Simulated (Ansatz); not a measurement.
## H5NOSiZn: where a starting geometry ends

The starting geometry of this gas-phase singlet was optimised with GFN2-xTB.

```xyz
9

N    -0.9909    1.7951    0.2205
O     0.5055   -0.2627    0.6547
Si   -0.4535    0.3428   -0.5151
Zn    0.7811   -1.9524   -0.8224
H    -0.7481    2.1302    1.1437
H    -1.6146    2.4309   -0.2448
H     2.0770   -1.6572   -1.5438
H     0.6343    0.1979    1.4903
H    -0.1908   -3.0246   -0.3830
```

Task: Predict what becomes of its bonds when it is optimised with PBE0-D4/def2-SVP.

Result: A bond breaks, giving a structure given below by its coordinates. Contacts that open: Si3–Zn4 (2.62 → 3.55 Å).

The energy falls by 0.54 eV over 21 steps:

```json
{"step": "1", "E − E(last) (eV)": "0.540"}
{"step": "3", "E − E(last) (eV)": "0.217"}
{"step": "5", "E − E(last) (eV)": "0.177"}
{"step": "8", "E − E(last) (eV)": "0.137"}
{"step": "10", "E − E(last) (eV)": "0.110"}
{"step": "12", "E − E(last) (eV)": "0.074"}
{"step": "14", "E − E(last) (eV)": "0.014"}
{"step": "17", "E − E(last) (eV)": "0.000"}
{"step": "19", "E − E(last) (eV)": "0.000"}
{"step": "21", "E − E(last) (eV)": "0.000"}
```

Final geometry (Å):

```xyz
9

N    -0.9388    2.0285    0.3519
O     0.1087   -0.3502    0.0265
Si    0.0171    1.1551   -0.7799
Zn    1.1420   -2.2041   -0.5937
H    -1.3275    1.7187    1.2397
H    -1.1842    2.9964    0.1641
H     1.7701   -1.7971   -1.9684
H    -0.3142   -0.5145    0.8801
H     0.7268   -3.0328    0.6797
```

Frequencies at the end are all real (lowest 35 cm⁻¹). Run with Ansatz 0.2.0, 21 s on 2 threads of AMD EPYC 9B45 (Zen 5), on a shared host.
